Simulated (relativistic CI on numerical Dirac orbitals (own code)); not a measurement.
A reference radial Dirac CI calculation of In³⁺ gave the lowest total energy -5871.74780 Ha in 23 SCF steps, from this input:

```
atom In  Z=49  charge=3  electrons=46
nucleus A=115  rms_radius_fm=4.6156
hamiltonian dirac-coulomb  breit=on  qed=on  c_scale=1
orbitals kli  potential=per-configuration
slater_scale 1
correlation none
mixing on
grid step=0.0125 r_max=50.3
scf mixing=0.4 start=green max_iterations=150 tolerance=2e-08 node_fill=0.05
configurations
  [Kr] 4d10
  [Kr] 4d9 5s
end
```

One setting was then changed (and the iteration limit cut to 100), and the output read:

```
SCF 1: [Kr] 4d10
 iter      energy (Ha)   residual   last orbital (Ha)
    1     -5855.850374   2.51e+00     -4.46680
    2     -5876.301118   8.10e-01     -2.65275
    3     -5878.517655   1.31e-01     -2.02714
    4     -5878.589676   1.01e-01     -2.15628
    5     -5878.617194   2.77e-02     -2.08807
    6     -5878.618057   1.64e-03     -2.04882
SCF 2: [Kr] 4d9 5s
 iter      energy (Ha)   residual   last orbital (Ha)
    1     -5857.087954   2.45e+00     -2.24979
    2     -5875.750957   8.14e-01     -1.68199
    3     -5877.924339   1.32e-01     -1.45168
    4     -5877.996509   9.30e-02     -1.45392
    5     -5878.016303   2.93e-02     -1.42919
    6     -5878.016513   1.58e-03     -1.41319
orbital energies (Ha): 3p3/2 -24.8444  3d3/2 -17.5035  3d5/2 -17.2171  4s -5.7739  4p1/2 -4.4203  4p3/2 -4.1809  4d3/2 -2.0808  4d5/2 -2.0488
configuration averages (Ha): Dirac-Coulomb, Breit, QED
  4d10                         -5878.618057    4.120679    2.749715
  4d9 5s                       -5878.016513    4.121539    2.750674
levels: no., configuration, term, J, E (cm-1), weight
   1 4d10                   1S   0                0.0  1.00
   2 4d9 5s                 3D   3           128030.8  1.00
   3 4d9 5s                 3D   2           130528.1  0.80
   4 4d9 5s                 3D   1           134970.0  1.00
   5 4d9 5s                 1D   2           138935.5  0.80
lowest total energy -5871.747662 Ha
end: converged
```

(1) Which setting was changed?
A. SCF tolerance
B. Breit term
C. speed of light
D. charge

## Answers

(1) A. The SCF tolerance 0.01. This setting is bad on purpose; its numbers may not be properties of the ion.
